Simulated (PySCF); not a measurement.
Computed IR spectrum (relative IR intensity) of a molecule FH6NOSi2. Coordinates come from a PBE0-D3(BJ)/def2-SVP optimisation. The values are those of a single conformer. All values below come from PBE0-D3(BJ)/def2-SVP (PySCF 2.14.0). Frequencies are harmonic and unscaled.

Lines under 2 % of the strongest are left out, and lines within 2 cm⁻¹ are merged.

ν (cm⁻¹): 202 (w), 239 (w), 273 (m), 290 (m), 321 (m), 362 (m), 468 (w), 517 (vw), 524 (w), 760 (w), 807 (vs), 824 (m), 886 (m), 922 (w), 929 (vw), 939 (s), 973 (m), 1527 (m), 2215 (m), 2227 (m), 2233 (m), 3623 (w), 3733 (w), 3937 (m) (against the strongest line: vs over 80 %, s over 45 %, m over 15 %, w over 4 %, vw less)

### Question
Identify the compound among the candidates.
(A) N[SiH2][Si@@H](O)F
(B) N[Si@@H](F)O[SiH3]
(C) N[Si@@](O)(F)[SiH3]
(D) O[SiH2]N[SiH2]F

### Answer
C, N[Si@@](O)(F)[SiH3]
